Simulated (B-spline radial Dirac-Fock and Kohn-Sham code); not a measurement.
**Kohn-Sham estimates against Dirac-Fock for the levels of Os²⁺**

System: Os²⁺, 1s2 2s2 2p6 3s2 3p6 3d10 4s2 4p6 4d10 4f14 5s2 5p6 5d6.

The density-functional columns are spherical, spin-unpolarised Dirac-Kohn-Sham results without Breit or QED terms: −ε is minus the orbital energy of the initial state and ΔSCF the difference of two total energies. The reference in the last column comes from relaxed Dirac-Fock hole states (ΔSCF) with Breit and QED corrections and a finite nucleus. All numbers are from a radial finite-basis atomic code, in eV; a selection of levels is shown. The Kohn-Sham columns are given as differences from the reference. For the 1s level of heavy atoms much of the gap between ΔSCF and the reference is the Breit and QED part, -381.9 eV here; for other levels the error of the functional can be larger.

```
level  LDA −ε − DF  LDA ΔSCF − DF  PBE −ε − DF  PBE ΔSCF − DF  Dirac-Fock
    K       -204.7         +370.6       -144.0         +433.1     73896.7
   L1       -162.5          -57.1       -153.7          -48.6     13003.9
   L2       -112.9          +23.2       -108.9          +27.1     12415.5
   L3       -128.5          -12.7       -126.2          -10.5     10901.6
   M1        -85.8          -55.4        -83.4          -53.1      3086.8
   M2        -67.6          -34.8        -66.7          -34.0      2826.2
   M3        -67.0          -37.4        -66.5          -37.1      2492.1
   M4        -45.0           -9.3        -45.3           -9.6      2061.4
   M5        -46.4          -11.8        -46.6          -12.2      1990.4
   N1        -46.3          -32.3        -45.2          -31.2       692.5
   N2        -38.5          -24.5        -38.0          -24.0       582.8
   N3        -38.4          -25.1        -37.8          -24.5       504.2
   N4        -26.1          -13.0        -26.1          -13.0       324.1
   N5        -26.1          -13.2        -26.1          -13.2       309.6
   N6         -9.0           +3.1         -9.4           +2.6       79.97
   N7         -9.1           +2.8         -9.6           +2.4       77.29
   O1        -12.8           -4.7        -13.2           -5.1       121.7
   O2         -8.5           -0.7         -8.9           -1.2       85.77
   O3         -8.6           -1.3         -8.9           -1.6       73.56
 O4,5         -4.0           +2.0         -4.3           +1.6       27.20
```

Values without a named source are computed, but for edge energies of neutral atoms, which are taken from tables.
